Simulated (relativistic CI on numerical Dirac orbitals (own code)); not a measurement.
**Level scheme of Si¹³⁺**

Calculated at this level of theory: Dirac equation for one electron, model QED (radiative potential, 1s self-energy scaled to tabulated hydrogen-like ionisation energies) (own radial code, finite nucleus).

Configurations in the expansion: 1s, 2s, 2p, 3s, 3p, 3d, 4s, 4p, 4d, 4f, 5s, 5p, 5d, 5f, 5g, 6s, 6p, 6d. Levels of other configurations are missing.

The lowest level is 1s 2S_1/2, with 100 % of that term; Hund's rules for 1s give 2S with J = 1/2, in agreement.

| No. | Configuration | Term | J | E (eV) | % | Landé g | Lifetime (s) |
| --- | --- | --- | --- | --- | --- | --- | --- |
| 1 | 1s | 2S | 1/2 | 0.00 | 100 | 1.995 |  |
| 2 | 2p | 2P° | 1/2 | 2004.32 | 100 | 0.664 | 4.15e-14 |
| 3 | 2s | 2S | 1/2 | 2004.39 | 100 | 2.001 |  |
| 4 | 2p | 2P° | 3/2 | 2006.08 | 100 | 1.333 | 4.16e-14 |
| 5 | 3p | 2P° | 1/2 | 2376.10 | 100 | 0.665 | 1.37e-13 |
| 6 | 3s | 2S | 1/2 | 2376.12 | 100 | 2.002 | 4.04e-12 |
| 7 | 3d | 2D | 3/2 | 2376.62 | 100 | 0.799 | 4.00e-13 |
| 8 | 3p | 2P° | 3/2 | 2376.62 | 100 | 1.333 | 1.37e-13 |
| 9 | 3d | 2D | 5/2 | 2376.80 | 100 | 1.200 | 4.02e-13 |
| 10 | 4p | 2P° | 1/2 | 2506.16 | 100 | 0.665 | 3.21e-13 |
| 11 | 4s | 2S | 1/2 | 2506.16 | 100 | 2.002 | 5.79e-12 |
| 12 | 4d | 2D | 3/2 | 2506.37 | 100 | 0.799 | 9.34e-13 |
| 13 | 4p | 2P° | 3/2 | 2506.38 | 100 | 1.334 | 3.20e-13 |
| 14 | 4f | 2F° | 5/2 | 2506.45 | 100 | 0.856 | 1.88e-12 |
| 15 | 4d | 2D | 5/2 | 2506.45 | 100 | 1.200 | 9.38e-13 |
| 16 | 4f | 2F° | 7/2 | 2506.48 | 100 | 1.143 | 1.89e-12 |
| 17 | 5p | 2P° | 1/2 | 2566.32 | 100 | 0.666 | 6.20e-13 |
| 18 | 5s | 2S | 1/2 | 2566.33 | 100 | 2.002 | 9.01e-12 |
| 19 | 5d | 2D | 3/2 | 2566.43 | 100 | 0.799 | 1.80e-12 |
| 20 | 5p | 2P° | 3/2 | 2566.43 | 100 | 1.334 | 6.19e-13 |
| 21 | 5f | 2F° | 5/2 | 2566.47 | 100 | 0.857 | 3.64e-12 |
| 22 | 5d | 2D | 5/2 | 2566.47 | 100 | 1.200 | 1.81e-12 |
| 23 | 5g | 2G | 7/2 | 2566.49 | 100 | 0.888 | 6.11e-12 |
| 24 | 5f | 2F° | 7/2 | 2566.49 | 100 | 1.143 | 3.65e-12 |
| 25 | 5g | 2G | 9/2 | 2566.50 | 100 | 1.111 | 6.11e-12 |
| 26 | 6p | 2P° | 1/2 | 2598.99 | 100 | 0.666 | 1.06e-12 |
| 27 | 6s | 2S | 1/2 | 2598.99 | 100 | 2.002 | 1.37e-11 |
| 28 | 6d | 2D | 3/2 | 2599.06 | 100 | 0.799 | 3.08e-12 |
| 29 | 6p | 2P° | 3/2 | 2599.06 | 100 | 1.334 | 1.06e-12 |
| 30 | 6d | 2D | 5/2 | 2599.08 | 100 | 1.200 | 3.09e-12 |

Energies count from the lowest computed level; ° marks odd parity; lifetimes are radiative, by E1, M1, E2, M2 decay to levels of this space only; some are left blank where a channel outside the calculation adds to the decay or the decay crosses a small, uncertain gap.
